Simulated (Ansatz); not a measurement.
Ga3Sb2⁺, relaxed as a singlet with RKS r2SCAN-D4/def2-SVP in Ansatz, starting from the GFN2-xTB geometry. Force threshold 0.02 eV/Å.

In the def2 sets Sb takes a core potential; there is no spin–orbit coupling. The restricted singlet is unstable towards broken spin symmetry in Hartree–Fock (as tested in another run); at r2SCAN-D4/def2-SVP this wasn't settled. Another isomer (singlet) lies 0.28 eV lower at PBE0-D4/def2-TZVP; other spin states weren't run for this one.

Start:

```xyz
5

Ga    0.9709    0.0453    0.1349
Ga    0.6052   -3.4154    0.8068
Ga   -1.7087    1.9290   -0.6234
Sb    1.4450    2.6939   -0.2809
Sb   -1.3124   -1.2528   -0.0374
```

Task: Estimate the energy that the relaxation releases and the steps that it takes.

Result: 1.16 eV, in 34 steps; 2.5 min on 4 threads of Arm Neoverse V1 on a shared host. The force fell under the threshold at step 9, but the optimiser went on and released 0.703 eV more. No frequencies were taken in this run, so the end may be a saddle point.

Task: Does the start keep its bonding?

Result: Bonds formed: Ga2–Sb4, Sb4–Sb5 (atoms count from 1).

Task: Predict the relaxed structure.

Result: 
Cartesian coordinates in Å:
```
Ga 1.8791 0.2751 -1.0547
Ga -0.1113 -1.8256 1.5971
Ga -1.7877 1.2096 -0.2446
Sb 0.5208 1.1618 1.0200
Sb -0.5009 -0.8208 -1.3178
```
Bond lengths (bridged metal pairs left out): 6 × Ga–Sb 2.63 to 3.11 Å; 1 × Sb–Sb 3.23 Å.
